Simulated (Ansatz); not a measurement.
Consider the atomization: `[SiH3][O+]([SiH3])[InH3-]` → 9 H• + In• + O• + 2 Si•.

Program: Ansatz. Geometries: PBE0-D4/def2-TZVP. ΔE: electronic, gas phase. CCSD(T)/CBS adds triple-zeta CCSD(T) − MP2 to the extrapolated MP2 energy (def2 sets, frozen cores). This one scheme is used for every species, atoms too. Functionals use def2-TZVPP. No spin–orbit coupling; open shells (•) take unrestricted orbitals. Spin–orbit coupling would lower the free atoms: a little for O, Si; strongly for In. Elements past krypton have def2 core potentials. Bonds to In are less sure, by a few kJ/mol each and by 10 to 20 or more in all where they break to atoms, as the def2 sets lack core-valence functions.

`[SiH3][O+]([SiH3])[InH3-]`:

Cartesian coordinates in Å:
```
Si 0.589 1.604 0.574
O -0.047 0.088 0.286
Si -1.300 -0.766 0.985
In 0.829 -0.970 -1.787
H -0.083 2.594 -0.298
H 0.347 1.933 2.001
H 2.038 1.537 0.285
H -2.528 -0.588 0.177
H -1.505 -0.223 2.352
H -0.898 -2.188 1.038
H 1.067 0.578 -2.525
H -0.671 -1.803 -2.023
H 2.162 -1.795 -1.064
```

| species | CAM-B3LYP-D4 energy (Eh) |
| --- | --- |
| `[SiH3][O+]([SiH3])[InH3-]` | -849.82107 |
| H• | -0.49881 |
| In• | -190.09259 |
| O• | -75.07325 |
| Si• | -289.37690 |

Q: Work out ΔE.

A: ΔE = 9 × (-0.49881) + 2 × (-289.37690) + (-190.09259) + (-75.07325) − (-849.82107) = 1.41214 Eh = +3707.6 kJ/mol. CCSD(T)/CBS gives +3714.3 kJ/mol.

Largest T1 diagnostic among the species: 0.015.

In def2-TZVPP, CCSD(T) changes the Hartree–Fock value by +842.6 kJ/mol (the triples alone add +29.9 kJ/mol) and MP2 by +803.4 kJ/mol; breaking electron pairs costs correlation energy, which Hartree–Fock lacks. The D4 term adds +52.0 kJ/mol with B3LYP and +27.7 kJ/mol with PBE0; it sums over pairs of atoms, weighted by their polarisabilities, and B3LYP, whose exchange is more repulsive, gets the larger term. At CCSD(T), def2-SVP lies −269.0 kJ/mol from the extrapolated value and def2-TZVPP −93.1 kJ/mol: correlation converges slowly with the basis, and small sets miss more of it in the bonded molecule than in its fragments.

B3LYP here is the variant with VWN-RPA as its local correlation; programs differ in this.

For atomizations the MP2-based limit and the directly extrapolated one differ by several kJ/mol either way, and by 10 to 25 for some Ge, Se and Sn compounds, so smaller differences from it don't rank the levels.
